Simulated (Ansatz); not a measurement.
Consider the ligand exchange at a Ga–O bond: `N#C[O][GaH2]` + `N=CO` → `O/C=[N]/[GaH2]` + `N#CO`.

Program: Ansatz. Geometries: PBE0-D4/def2-TZVP. ΔE: electronic, gas phase. CBS: MP2 limit from def2 TZ/QZ plus the TZ coupled-cluster correction, frozen cores. This one scheme is used for every species. DFT in def2-TZVPP. HSE06 is defined as in plane-wave codes. For Ga outer-core shells are correlated without core-valence functions, which leaves a few kJ/mol of doubt a bond. Scalar relativity is left out up to krypton. Each species was taken in one conformer, which may not be the lowest.

```
         level  ΔE (kJ/mol)
         HSE06         65.7
MP2/def2-TZVPP         65.8
```

Q: What does CCSD(T)/CBS give? (Best estimate.)

A: Computed: +65.6 kJ/mol. The listed levels differ from it by 0.1, 0.2 kJ/mol.

Largest T1 diagnostic among the species: 0.016.

In def2-TZVPP, CCSD(T) changes the Hartree–Fock value by −13.2 kJ/mol (the triples alone add −1.8 kJ/mol) and MP2 by −14.6 kJ/mol. At CCSD(T), def2-SVP lies −4.3 kJ/mol from the extrapolated value and def2-TZVPP +1.6 kJ/mol.
